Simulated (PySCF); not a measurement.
## Calculated data, ClGeH3OSi, GeH4NOSi, GeH2O2Si

Calculation on a computer-drawn molecule: optimised geometry and harmonic frequencies of an isolated molecule of the commonest isotopes, restricted reference for singlets and unrestricted otherwise, frozen core in MP2; on germanium a core potential holds 10 electrons, which the energies leave out, and 3d is frozen in MP2 and coupled-cluster steps. Program: PySCF 2.14.0.

Common to all runs: multiplicity 1; basis cc-pV(D+d)Z; basis and core potential on germanium cc-pVDZ-PP ECP10MDF.

(1) ClGeH3OSi

Start structure:
```xyz
7
ClGeH3OSi
O      1.1307     0.2356    -1.3886
Ge    -0.6392     0.2395    -1.2827
Si    -0.7960     1.0704     1.1101
Cl     1.1490     1.3508     1.8677
H      1.6453     0.5042    -0.6373
H     -1.4678     0.1169     2.0229
H     -1.4860     2.3752     1.2351
```

It was run with charge 0 and method MP2.

Results for ClGeH3OSi: rotational constants 5.121, 1.375, 1.097 GHz; total energy -1118.9880 hartree; convergence status largest gradient component 1.766e-05 hartree/bohr.

Drawn bonds:
| atom | other atom | order |
| --- | --- | --- |
| 1 | 2 | 1 |
| 2 | 3 | 1 |
| 3 | 4 | 1 |
| 1 | 5 | 1 |
| 3 | 6 | 1 |
| 3 | 7 | 1 |

Optimised structure:
```xyz
7
ClGeH3OSi
O      1.1597     0.2451    -1.3521
Ge    -0.6450     0.2330    -1.3182
Si    -0.8004     1.0617     1.0808
Cl     1.1802     1.3159     1.7513
H      1.5618     0.5407    -0.5122
H     -1.4480     0.1196     2.0303
H     -1.4723     2.3767     1.2472
```

Modes:
| frequency (cm⁻¹) | reduced mass (dalton) |
| --- | --- |
| 59.42 | 5.332 |
| 125.8 | 14.44 |
| 230.9 | 9.227 |
| 282.7 | 8.588 |
| 326 | 1.185 |
| 520.3 | 15.02 |
| 641.1 | 1.096 |
| 694.9 | 1.048 |
| 709.1 | 12.55 |
| 810.1 | 1.156 |
| 943.3 | 1.068 |
| 965.6 | 1.058 |
| 2251 | 1.031 |
| 2264 | 1.052 |
| 3710 | 1.067 |

(2) GeH4NOSi

Start structure:
```xyz
8
GeH4NOSi
O      0.3371     2.3151     1.6653
Ge     1.4626     1.1729     1.5294
N      1.3342     0.1696    -0.0763
Si     0.1678     0.4930    -1.2653
H      2.6925     0.6155     2.2342
H      2.0334    -0.5391    -0.2325
H     -0.8180     1.5561    -1.0776
H      0.2664    -0.4544    -2.4132
```

Here we set charge 1 and method HF.

It finds rotational constants 9.451, 2.149, 1.751 GHz; total energy -713.6721 hartree; convergence status largest gradient component 2.123e-05 hartree/bohr.

Drawn bonds:
| atom | other atom | order |
| --- | --- | --- |
| 1 | 2 | 2 |
| 2 | 3 | 1 |
| 3 | 4 | 1 |
| 2 | 5 | 1 |
| 3 | 6 | 1 |
| 4 | 7 | 1 |
| 4 | 8 | 1 |

Optimised structure:
```xyz
8
GeH4NOSi
O      0.3171     2.2703     1.5263
Ge     1.4869     1.1706     1.5042
N      1.3689     0.1668    -0.0930
Si     0.2021     0.4660    -1.2163
H      2.6446     0.6651     2.3190
H      2.0333    -0.5733    -0.2703
H     -0.7680     1.5248    -0.9877
H      0.1910    -0.3616    -2.4181
```

Modes:
| frequency (cm⁻¹) | reduced mass (dalton) |
| --- | --- |
| 138.7 | 1.924 |
| 143.3 | 8.507 |
| 247.4 | 1.542 |
| 306.8 | 7.02 |
| 528.1 | 2.228 |
| 555 | 1.15 |
| 738 | 1.146 |
| 741.5 | 1.24 |
| 780.6 | 1.16 |
| 783.2 | 1.429 |
| 988.1 | 1.185 |
| 1040 | 3.145 |
| 1075 | 6.191 |
| 1272 | 1.447 |
| 2365 | 1.022 |
| 2440 | 1.029 |
| 2495 | 1.059 |
| 3737 | 1.077 |

(3) GeH2O2Si

Start structure:
```xyz
6
GeH2O2Si
O     -0.9539    -1.9897     2.4072
Ge    -1.4854    -0.6042     1.8379
O     -0.7287     0.9166     2.2038
Si     0.5081     1.1725     3.2460
H     -2.6279    -0.2801     0.9038
H      1.0587     2.2326     2.4221
```

It was run with charge 0 and method HF.

It finds rotational constants 14.46, 1.787, 1.613 GHz; total energy -733.1669 hartree; convergence status largest gradient component 9.088e-06 hartree/bohr.

Drawn bonds:
| atom | other atom | order |
| --- | --- | --- |
| 1 | 2 | 2 |
| 2 | 3 | 1 |
| 3 | 4 | 1 |
| 2 | 5 | 1 |
| 4 | 6 | 1 |

Optimised structure:
```xyz
6
GeH2O2Si
O     -1.0365    -2.1819     2.2428
Ge    -1.4921    -0.6953     1.8171
O     -0.6103     0.7379     2.2602
Si     0.3264     1.5700     3.3581
H     -2.6681    -0.2221     0.9935
H      1.2515     2.2392     2.3490
```

Modes:
| frequency (cm⁻¹) | reduced mass (dalton) |
| --- | --- |
| 50.11 | 3.672 |
| 85.85 | 4.464 |
| 145.1 | 1.578 |
| 309.7 | 14.64 |
| 502.8 | 8.917 |
| 547.2 | 1.212 |
| 808.2 | 1.14 |
| 927.7 | 1.254 |
| 1047 | 5.214 |
| 1057 | 13.74 |
| 2093 | 1.044 |
| 2329 | 1.021 |
